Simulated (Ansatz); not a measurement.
A series at Si: from `C#C[Si](C#C)(C#C)C#C`, ligands are replaced one by one, each step taking up H₂ and setting free `C#C`; n counts the steps. Ansatz, PBE0-D4/def2-TZVP geometries.

CBS adds triple-zeta CCSD(T) − MP2 to the MP2 limit, frozen cores; atoms without spin–orbit coupling. 

```
n                molecule  atomization energy, CCSD(T)/CBS (kJ/mol)
0  `C#C[Si](C#C)(C#C)C#C`                                    6343.7
1      `C#C[SiH](C#C)C#C`                                         ?
2          `C#C[SiH2]C#C`                                    3852.0
3             `C#C[SiH3]`                                    2606.9
4                    SiH₄                                    1362.7
```

Q: By hand: fit a straight line y = ȳ + b (n − n̄) to the 4 given rows and predict n = 1.

A: n̄ = 2.250, ȳ = 3541.32; Σ(n − n̄)(y − ȳ) = -10896.42, Σ(n − n̄)² = 8.750, so b = -1245.31 kJ/mol a step. Prediction: 3541.32 + (-1245.31) × (-1.250) = 5098.0 kJ/mol.

Q: By hand: compare with the computed value, 5097.8 kJ/mol, and give the steps along the whole series.

A: The line misses by -0.2 kJ/mol (computed minus predicted). Steps: -1245.9, -1245.8, -1245.1, -1244.2 kJ/mol.

The steps differ by at most 1.7 kJ/mol, 0.1 % of a mean step, so the ligands' effects nearly add and a line is close. The miss is 0.0 % of the series' range. The energies themselves are unsure by some kJ/mol a bond, though much of that is common to the series.
